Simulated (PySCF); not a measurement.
**Ionisation energy of Cr⁺ by level of theory**

Cr⁺ [Ar] 3d5 (6S) → Cr²⁺ [Ar] 3d4 (5D), as a difference of total energies. Calculation: PySCF 2.14, in x2c-TZVPPall with one added diffuse shell each of s, p, d, f type (7s6p5d3f1g, 80 functions); the spin-free X2C one-electron Hamiltonian (Gaussian nucleus). Correlated levels: valence: [Ar] frozen. The calculations carry no spin-orbit coupling.

```
           method  ionisation energy (eV)  difference from reference (eV)
              UHF                  15.000                          -1.486
    MP2 (valence)                  15.969                          -0.517
SCS-MP2 (valence)                  15.323                          -1.163
   CCSD (valence)                  15.991                          -0.495
CCSD(T) (valence)                  16.023                          -0.463
```

Reference: 16.486 eV (measured; NIST Atomic Spectra Database, ionization energies).

The reference lies between the lowest fine-structure levels, while these numbers refer to the centres of the terms.

Errors of the correlated levels include the incompleteness of this basis and the frozen core.
